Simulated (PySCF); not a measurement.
C5H4O, SMILES O=C1C=CC=C1. Atoms are numbered in the order given.

```xyz
10

O      0.0000     0.0000     2.0264
C      0.0000     0.0000     0.8219
C      0.0000     1.2023    -0.0851
C      0.0000     0.7478    -1.3464
C      0.0000    -0.7478    -1.3464
C      0.0000    -1.2023    -0.0851
H      0.0000     2.2299     0.2746
H      0.0000     1.3492    -2.2570
H      0.0000    -1.3492    -2.2570
H      0.0000    -2.2299     0.2746
```

Coordinates come from a PBE0-D3(BJ)/def2-SVP optimisation.

Level of theory: PySCF with KT2/pcSseg-1.

GIAO shieldings, no solvent; atoms alike by connectivity are averaged. δ = σ(ref) − σ: ¹⁷O against H2O (σ = 330.4 ppm); ¹³C against TMS (σ = 185.1 ppm); ¹H against TMS (σ = 31.47 ppm), references at their B3LYP-D3(BJ)/def2-TZVP geometries, non-relativistic.

Computed chemical shifts:
```tsv
nucleus	atoms	count	δ (ppm)
¹⁷O	O1	1	714.5
¹³C	C2	1	197.4
¹³C	C4, C5	2	146.0
¹³C	C3, C6	2	115.9
¹H	H8, H9	2	7.11
¹H	H7, H10	2	5.34
```
